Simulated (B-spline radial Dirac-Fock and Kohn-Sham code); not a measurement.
Z = 36 (krypton), transition energy 50 keV. Model: a Dirac-Hartree-Slater potential of the neutral atom with a Latter tail (no hole, which puts coefficients of high multipoles low close above an edge), finite nucleus with surface currents. Program: a radial atomic solver. Subshells that would emit electrons below 1 keV are left out.

**Question.** A pure transition shows α(K) = 1200, L1/L2 = 0.0548 and L1/L3 = 0.0384. What is its multipolarity?
A. E1
B. M1
C. M4
D. E3
E. E4
F. E2
G. M3
H. M2

**Answer.** E. For comparison, α(K), L1/L2, L1/L3 are E1 0.613, 10.5, 6.27; E2 9.00, 1.30, 0.848; E3 106, 0.227, 0.155; M1 0.808, 16.7, 46.6; M2 15.1, 9.74, 5.97; M3 218, 6.30, 1.45; M4 3050, 4.53, 0.654.

Values without a named source are computed, but for edge energies of neutral atoms, which are taken from tables.
